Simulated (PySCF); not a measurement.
Electronic absorption of C3H11ClSi2

C3H11ClSi2.
InChI=1S/C3H11ClSi2/c1-2-5-6-3-4/h2-3,5-6H2,1H3

Method: TDDFT CAM-B3LYP/def2-SVPD, vertical, gas phase, core orbitals frozen in the response in PySCF 2.14.0, density-fitted response routines. Geometry: GFN2-xTB, one conformer, isolated molecule. Torsions of this conformer, `[CH3:1][CH2:2][SiH2:3][SiH2:4][CH2:5][Cl:6]`: C1–C2–Si3–Si4 -64°, C2–Si3–Si4–C5 151°, Si3–Si4–C5–Cl6 178°.

| state | E (eV) | ν̃ (cm⁻¹) | f | \|μ\| (D) | main configurations (H = HOMO, L = LUMO) |
| --- | --- | --- | --- | --- | --- |
| S1 | 6.38 | 51450 | 0.065 | 1.64 | H→L (80%) |
| S2 | 6.98 | 56290 | 0.012 | 0.69 | H→L+1 (62%), H→L+2 (17%) |
| S3 | 7.03 | 56700 | 0.021 | 0.89 | H→L+2 (29%), H-2→L (21%), H→L+3 (8%) |
| S4 | 7.08 | 57140 | 0.0028 | 0.32 | H-1→L (50%), H-1→L+2 (12%), H-1→L+3 (8%) |
| S5 | 7.41 | 59750 | 0.023 | 0.91 | H→L+3 (33%), H-2→L (21%), H→L+4 (16%) |
| S6 | 7.51 | 60580 | 0.058 | 1.42 | H-3→L (59%), H-2→L (14%) |
| S7 | 7.71 | 62170 | 0.013 | 0.67 | H→L+2 (29%), H-2→L (26%), H→L+1 (13%) |
| S8 | 7.92 | 63850 | 0.012 | 0.63 | H-1→L+3 (23%), H-1→L+4 (20%), H-1→L (18%) |

Triplets (Tamm–Dancoff): T1 5.69 eV, H→L (75%); T2 6.25 eV, H→L+1 (28%), H-2→L (17%), H→L+3 (14%); T3 6.32 eV, H→L+2 (40%), H→L+1 (15%).

The lowest singlet comes at 194 nm (615 kJ/mol) in the vacuum ultraviolet; it is of moderate strength; its leading configuration is HOMO→LUMO (80%). The lowest level is also the most intense of those listed (f = 0.065). Löwdin shares by element: HOMO chlorine 40%, silicon 31%, carbon 13% or more (atoms not listed hold the other 17%); LUMO silicon 43%, chlorine 10%, carbon 8% or more (atoms not listed hold the other 39%). The oscillator strengths of these states sum to 0.208; summed over the whole spectrum of an exact calculation they would give the number of electrons, 74 (Thomas–Reiche–Kuhn). The listed states span 1.54 eV, and the widest gap between neighbours is 0.60 eV (S1 to S2). Of the 8 states listed, 7 reach f = 0.01 and none stays under 0.0005. The window holds the lowest 8 singlets.
